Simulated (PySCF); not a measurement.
**Working out the ionisation energy of Ar⁺**

Ar⁺ [Ne] 3s2 3p5 (2P) → Ar²⁺ [Ne] 3s2 3p4 (3P). Calculation: PySCF 2.14, in aug-cc-pwCVDZ (6s5p3d, 36 functions); the non-relativistic Hamiltonian (point nucleus). Frozen: [Ne]. Energies in hartree (1 hartree = 27.21139 eV):

| part | Ar⁺ (lower) | Ar²⁺ (upper) |
| --- | --- | --- |
| UHF | -526.261926 | -525.292063 |
| CCSD correlation | -0.147509 | -0.122075 |
| (T) | -0.002203 | -0.001613 |

Q: What does Hartree-Fock give?

A: (-525.292063) − (-526.261926) = 0.969863 hartree = 26.391 eV.

Q: What do CCSD and CCSD(T) give?

A: The CCSD correlation energies differ by 0.025434 hartree = 0.692 eV and the triples by 0.000590 hartree = 0.016 eV, so CCSD gives 27.083 eV and CCSD(T) 27.099 eV.

A first-order spin-orbit estimate adds -0.006 eV to CCSD(T) (valence), giving 27.093 eV against 27.630 eV (measured; NIST Atomic Spectra Database, ionization energies).

A double-zeta basis recovers only part of the correlation energy.

What remains against the reference includes basis incompleteness, the frozen core and higher excitations.
